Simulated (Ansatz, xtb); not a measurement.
## C6H9N: 5 structures ranked

5 gas-phase structures of C6H9N, from a drawn sample of its isomers (lower ones may exist). Each was relaxed with GFN2-xTB; where two conformers were screened, the lower at r2SCAN-D4/def2-SVP is listed:

A. `C#C[C@H]1C[C@@H](N)C1`, a singlet
B. `C#CC1(N)CCC1`, a singlet
C. `C#C[C@@H]1CC[C@H]1N`, a singlet
D. `C#C[C@H]1C[C@H](N)C1`, a singlet
E. `C#C[C@@H]1CC[C@@H]1N`, a singlet

Problem. Which do you expect lowest at r2SCAN-D4/def2-SVP, and how would the others follow?

Solution. Calculated order at r2SCAN-D4/def2-SVP: E (0.0), C (7.5), A (7.8), B (8.5), D (12.9) kJ/mol. Less than 1 kcal/mol parts C and A; A and B, so the order within those pairs means little.

Energies above the lowest of each column, in kJ/mol; the last columns are at B3LYP-D3(BJ)/def2-SVP geometries:

```csv
structure,GFN2-xTB,HF/STO-3G,r2SCAN-D4/def2-SVP,B3LYP-D3(BJ)/def2-SVP,CCSD(T)/def2-SVP + ΔMP2/def2-TZVPP
E,0.0,0.7,0.0,0.0,0.0
C,3.9,2.4,7.5,5.8,3.9
A,0.7,0.0,7.8,5.8,4.3
B,2.5,3.8,8.5,8.6,6.1
D,2.7,3.2,12.9,9.5,7.4
```

Every level run on E puts it lowest or level with the lowest. Flexible structures stand in one conformer each, not always the lowest. Frequencies (GFN2-xTB) were run for B, C, D, E alone. ΔMP2 is the change of the MP2 energy from the smaller to the larger basis.

Over these structures GFN2-xTB departs from r2SCAN-D4/def2-SVP by 2.9 kJ/mol on average once a common shift is removed. A GFN2-xTB relaxation took about 0.17 s and the r2SCAN-D4/def2-SVP energy about 4.2 s on a shared host (Ansatz 0.2.0, xtb 6.7.1).
